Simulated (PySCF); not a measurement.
A single-point calculation

Sm(BH4)2 (singlet in the valence; each metal's 4f electrons, 6 of them, lie in its core potential, out of spins and levels). PySCF 2.14.0, RKS M06-L, Sm lcecp-0-SVP with ECP52, B def2-SVP, H def2-SVP; non-relativistic Hamiltonian with scalar-relativistic core potentials where named; density fitting; no spin-orbit coupling. Purpose: level M06-L.

```python
mol = gto.M(atom='''
Sm     0.00003    -0.00003     0.80181
B      2.63539    -0.00478     0.80452
H      3.84667    -0.00904     0.80706
H      2.15773    -0.85333     1.59847
H      2.16497    -0.26730    -0.33021
H      2.16787     1.11036     1.14182
B     -2.63539     0.00479     0.80455
H     -3.84666     0.00908     0.80699
H     -2.15775     0.85331     1.59854
H     -2.16493     0.26732    -0.33017
H     -2.16793    -1.11039     1.14184''',
    basis={'Sm': 'lcecp-0-SVP', 'B': 'def2-SVP', 'H': 'def2-SVP'},
    ecp={'Sm': 'lcecp-0-SVP'},
    charge=0, spin=0)
mf = dft.RKS(mol, xc='M06L')
mf.grids.atom_grid = (75, 302)  # f atoms: unpruned, at least (60, 302)
mf = mf.density_fit()  # fitting sets: Sm AutoAux, B def2-universal-JKFIT, H def2-universal-JKFIT
mf.conv_tol = 1e-08; mf.max_cycle = 55
mf.kernel(dm0)  # dm0: converged density of the relaxed state
mf.nuc_grad_method().kernel()
```

Run from Python with OMP_NUM_THREADS=2; the lines above give its settings. Where DIIS fails, smearing, a level shift and second-order steps follow.
It took 13 s on 2 threads of Intel(R) Xeon(R) Platinum 8259CL CPU @ 2.50GHz (Skylake/Cascade Lake), on a shared host, from an already converged density.

The 4f levels lie in the core potential and are missing.

What are the Mulliken charges and spins?


```json
{"atom": "Sm1", "charge (e)": "0.958", "spin (e)": "0.000"}
{"atom": "B2", "charge (e)": "-0.040", "spin (e)": "0.000"}
{"atom": "H3", "charge (e)": "-0.074", "spin (e)": "0.000"}
{"atom": "H4", "charge (e)": "-0.122", "spin (e)": "0.000"}
{"atom": "H5", "charge (e)": "-0.122", "spin (e)": "0.000"}
{"atom": "H6", "charge (e)": "-0.121", "spin (e)": "0.000"}
{"atom": "B7", "charge (e)": "-0.040", "spin (e)": "0.000"}
{"atom": "H8", "charge (e)": "-0.074", "spin (e)": "0.000"}
{"atom": "H9", "charge (e)": "-0.122", "spin (e)": "0.000"}
{"atom": "H10", "charge (e)": "-0.122", "spin (e)": "0.000"}
{"atom": "H11", "charge (e)": "-0.121", "spin (e)": "0.000"}
```
The spin of the 4f electrons in the core isn't counted.

What forces act on the atoms (eV/Å)?


```
Sm   0.00  0.00 -0.01
B    0.18 -0.01  0.00
H   -0.13  0.00  0.00
H    0.03  0.10 -0.08
H    0.01  0.03  0.12
H    0.00 -0.11 -0.03
B   -0.18  0.01  0.00
H    0.13  0.00  0.00
H   -0.03 -0.10 -0.08
H   -0.01 -0.03  0.12
H    0.00  0.11 -0.03
```
Forces carry noise of the integration grid, about 0.01 to 0.03 eV/Å.

The geometry was relaxed with PBE0 (Sm lcecp-0-SVP with ECP52, B def2-SVP, H def2-SVP).

An lcecp potential fixes the number of 4f electrons, so in runs with it no electron can move into or out of that shell.
